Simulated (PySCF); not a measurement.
Input of a response calculation (the driver script's job line, then coordinates in Å):

```
{"job": {"kind": "uv", "xc": "PBE0", "basis": "def2-SVPD", "nstates": 6, "ntriplets": 2}, "charge": 0, "multiplicity": 1}
C     -1.066424     0.657195    -1.301277
C     -0.915531    -0.428775    -0.238254
C     -2.238459    -0.647764     0.487869
Si     0.505886     0.001454     0.968700
B      2.280168     0.135177     0.107721
O      3.472991     0.125684     0.773155
O      2.356913     0.252768    -1.234326
H     -1.339760     1.605906    -0.842520
H     -0.132499     0.791803    -1.841648
H     -1.844033     0.392656    -2.017856
H     -0.660718    -1.361355    -0.755452
H     -2.148873    -1.448061     1.218108
H     -3.028420    -0.911948    -0.215067
H     -2.537742     0.256800     1.012218
H      0.106122     1.238847     1.676869
H      0.479146    -1.012805     2.051597
H      3.453931     0.041888     1.723847
H      3.248541     0.316848    -1.585342
```

Output:

```
coarse grid: 14960 points
cycle   1  E = -584.8502198109  dE =  5.843e-01  |g| = 8.477e-01  |ddm| = 5.765e+00
cycle   2  E = -584.6936184861  dE =  1.566e-01  |g| = 1.236e+00  |ddm| = 2.155e+00
cycle   3  E = -584.9955864151  dE = -3.020e-01  |g| = 7.457e-02  |ddm| = 1.243e+00
cycle   4  E = -584.9966114378  dE = -1.025e-03  |g| = 3.277e-02  |ddm| = 1.394e-01
cycle   5  E = -584.9968711327  dE = -2.597e-04  |g| = 7.078e-03  |ddm| = 5.644e-02
cycle   6  E = -584.9968830297  dE = -1.190e-05  |g| = 2.353e-03  |ddm| = 1.461e-02
cycle   7  E = -584.9968843209  dE = -1.291e-06  |g| = 4.675e-04  |ddm| = 3.811e-03
final grid: 138272 points
cycle   8  E = -585.0857614802  dE = -5.013e-05  |g| = 8.938e-03  |ddm| = 1.133e-01
cycle   9  E = -585.0857481292  dE =  1.335e-05  |g| = 1.193e-02  |ddm| = 2.673e-02
cycle  10  E = -585.0857803774  dE = -3.225e-05  |g| = 9.029e-04  |ddm| = 1.429e-02
cycle  11  E = -585.0857805471  dE = -1.697e-07  |g| = 2.300e-04  |ddm| = 1.356e-03
cycle  12  E = -585.0857805564  dE = -9.239e-09  |g| = 9.978e-05  |ddm| = 4.240e-04
cycle  13  E = -585.0857805583  dE = -1.946e-09  |g| = 2.809e-05  |ddm| = 1.348e-04
cycle  14  E = -585.0857805585  dE = -1.601e-10  |g| = 6.859e-06  |ddm| = 4.841e-05
converged SCF energy = -585.0857805585

Static polarisability (au): isotropic 87.760, principal 72.243 89.090 101.945

Singlet excitations
state   eV       nm        f      main configurations
  1   6.2667    197.8   0.01209   H->L 0.97
  2   6.9261    179.0   0.07972   H->L+1 0.88
  3   6.9954    177.2   0.03660   H-1->L 0.89
  4   7.1182    174.2   0.01000   H->L+2 0.89
  5   7.5273    164.7   0.04029   H-1->L+1 0.79, H-1->L+2 0.09
  6   7.6729    161.6   0.02169   H-1->L+2 0.56, H-2->L 0.18, H-1->L+1 0.11

Triplet excitations (Tamm-Dancoff, eV): 5.4366 6.3451
```

The calculation used PySCF, TDDFT PBE0/def2-SVPD, vertical, gas phase, core orbitals frozen in the response. The structure is a single GFN2-xTB conformer in the gas phase; no vibrational or solvent corrections.

(1) Give the mean polarisability in Å³.

(2) What transition dipole goes with state 2?

(3) How much of the mean polarisability do the listed states account for?

(4) What is the gap between the lowest singlet and the lowest triplet?

(5) Which orbital energies lie behind H and L?

(6) Which species is it?

Answers

(1) 87.76 au × 0.148185 = 13.00 Å³.

(2) |μ|² = 3f / (2ΔE) = 3 × 0.0797 / (2 × 0.2545) = 0.470 au, so |μ| = 1.74 D.

(3) The sum over states Σ f/ΔE² (ΔE in hartree) gives 2.96 au, 3% of the total; the rest comes from higher roots of the same response equations.

(4) 6.2667 − 5.4366 = 0.8301 eV (full response against Tamm–Dancoff).

(5) HOMO -7.75 eV and LUMO -0.21 eV, a gap of 7.55 eV; state 1 differs from that by -1.28 eV.

(6) `CC(C)[SiH2]B(O)O` (C3H11BO2Si), point group C1.

The SCF starts on a coarse grid; the energy jumps when the final grid takes over, and dE counts afresh there. H and L stand for HOMO and LUMO.

Conformer computed: `[CH3:1][CH:2]([CH3:3])[SiH2:4][B:5]([OH:6])[OH:7]`: C1–C2–Si4–B5 -62°, C2–Si4–B5–O6 -164°, H–O6–B5–Si4 0°, H–O7–B5–Si4 180°.
